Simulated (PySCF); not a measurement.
Computed with M06-2X/def2-TZVP // B3LYP-D3(BJ)/def2-SVP in PySCF. All species are isolated molecules in the gas phase. Delta-SCF ions had no search for a lower state. Excitations are Tamm–Dancoff values on a coarser integration grid. The basis has no diffuse functions, so Rydberg states are missing or too high.

Reference species (SMILES): `FC(F)(F)c1cccc([SiH3])c1` (neutral, multiplicity 1).

* **S1 oscillator strength**: 0.001
* **brightest of the four lowest singlets (TDA)**: 6.31 eV
* **vertical ionisation energy (Delta-SCF)**: 9.78 eV
* **HOMO**: -8.95 eV

Changed species: `c1(ccc([SiH3])cc1)C(F)(F)F`.

Q: Predict the effect on the S1 oscillator strength, brightest of the four lowest singlets (TDA), vertical ionisation energy (Delta-SCF) and HOMO.

A: the S1 oscillator strength is nearly the same; the brightest of the four lowest singlets (TDA) decreases by 0.04 eV, to 6.27 eV; the vertical ionisation energy (Delta-SCF) rises by 0.06 eV, to 9.84 eV; the HOMO drops by 0.07 eV, to -9.02 eV.
